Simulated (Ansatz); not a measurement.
Ansatz (a program for electronic structure) input:

Ansatz 0.2 input:
```yaml
crystal:
  periodic: [false, false, false]
  atoms:
    - {symbol: Si, position_ang: [0.25302132, -0.33006220, 0.00977141]}
    - {symbol: O, position_ang: [-0.26601253, -1.33893571, -1.11460310]}
    - {symbol: O, position_ang: [1.74641918, 0.23320509, -0.05608629]}
    - {symbol: N, position_ang: [-0.52053809, 1.19585157, -0.80932340]}
    - {symbol: N, position_ang: [-0.40989801, -0.53093620, 1.54988391]}
    - {symbol: H, position_ang: [-0.12828050, -2.28135238, -1.16598900]}
    - {symbol: H, position_ang: [2.52789766, -0.12864660, 0.35364255]}
    - {symbol: H, position_ang: [-1.33308087, 0.92577793, -1.36184083]}
    - {symbol: H, position_ang: [-0.80383097, 1.90162114, -0.13277358]}
    - {symbol: H, position_ang: [-0.01202845, -0.14946233, 2.39062434]}
    - {symbol: H, position_ang: [-1.22111647, -1.09409869, 1.73907712]}
    - {symbol: H, position_ang: [0.16302395, 1.61755970, -1.43841762]}
basis:
  gaussian:
    orbitals: def2-TZVP
hamiltonian:
  xc: b3lyp
  dispersion: d3bj
total_charge: 1
relax: {f_tol: 0.002, max_steps: 150}
```

Task: What final total energy does it print?

Result: -553.77024 Eh (B3LYP-D3(BJ)/def2-TZVP). The basis has 203 functions. The run takes about 3.0 core-minutes (a rough figure).

It need not be the lowest isomer of its formula.
